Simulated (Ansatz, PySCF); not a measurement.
Gas-phase reaction in SMILES: NC1C[CH]C1 → N[C]1CCC1
Geometries: B3LYP-D3(BJ)/def2-TZVP minima from Ansatz (a program for electronic structure), one conformer each, not searched for the lowest.

Wanted: isomerisation energy (enthalpy at 298 K, with B3LYP-D3(BJ) rigid-rotor harmonic-oscillator terms from PySCF), in kcal/mol. Valence correlation only, unless marked. Open shells are spin-unrestricted. Spin-orbit coupling is left out. No relativistic terms. Basis-set limits of correlation are two-point, X^-3; Hartree-Fock from the larger set. [CCSD(T)-MP2]/basis is that difference in the basis named.

```
level                                                     program  isomerisation energy (kcal/mol)
-------------------------------------------------  --------------  -------------------------------
PBE0/def2-TZVPD                                            Ansatz                             -9.1
r2SCANh/def2-TZVPD                                         Ansatz                             -8.2
r2SCAN0-D4/def2-TZVPD                              Ansatz + dftd4                             -8.0
r2SCAN0/def2-TZVPD                                         Ansatz                             -8.0
HSE06-D3(BJ)/def2-TZVPD                            Ansatz + dftd3                             -9.1
HSE06-D4/def2-TZVPD                                Ansatz + dftd4                             -9.1
B2GP-PLYP-D4/def2-TZVPD                            Ansatz + dftd4                                …
SCS-MP2/cc-pVDZ                                            Ansatz                             -7.1
RI-MP2/CBS(cc-pVTZ,cc-pVQZ)+[CCSD(T)-MP2]/cc-pVTZ          Ansatz                                …
```

Task: Complete the blanks.

Result: 
- B2GP-PLYP-D4/def2-TZVPD, isomerisation energy (kcal/mol): -8.5
- RI-MP2/CBS(cc-pVTZ,cc-pVQZ)+[CCSD(T)-MP2]/cc-pVTZ, isomerisation energy (kcal/mol): -7.6
